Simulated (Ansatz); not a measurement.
`[SiH3][O][In]([Cl])[Cl]` + `CO[Si](N)(O)[SiH3]` → `C[O][In]([Cl])[Cl]` + `N[Si](O)([SiH3])O[SiH3]`  (redistribution)

Calculated with Ansatz (gas phase, PBE0-D4/def2-TZVP geometries, no zero-point term in ΔE). CBS: MP2 limit from def2 TZ/QZ plus the TZ coupled-cluster correction, frozen cores. DFT in def2-TZVPP. Elements past krypton have def2 core potentials. For In outer-core shells are correlated without core-valence functions, which leaves a few kJ/mol of doubt a bond. Each species was taken in one conformer, which may not be the lowest.

Problem. Is it downhill or uphill in electronic energy at CCSD(T)/CBS, and by how much? (An estimate is asked.)

Solution. Computed: Nearly level: ΔE = +0.5 kJ/mol.

Problem. What do these levels give: PBE-D4, ωB97X-V, MP2/def2-QZVPP, SCS-MP2/def2-QZVPP, HF/CBS(def2), MP2/CBS(def2)? (Estimate.)

Solution. Computed: PBE-D4 -4.8, ωB97X-V 0.9, MP2/def2-QZVPP 1.3, SCS-MP2/def2-QZVPP 1.4, HF/CBS(def2) 4.0, MP2/CBS(def2) 1.1 kJ/mol.

Largest T1 diagnostic among the species: 0.015.

From PBE to PBE0 (25 % exact exchange), in def2-TZVPP and without D4, ΔE moves by +3.5 kJ/mol.
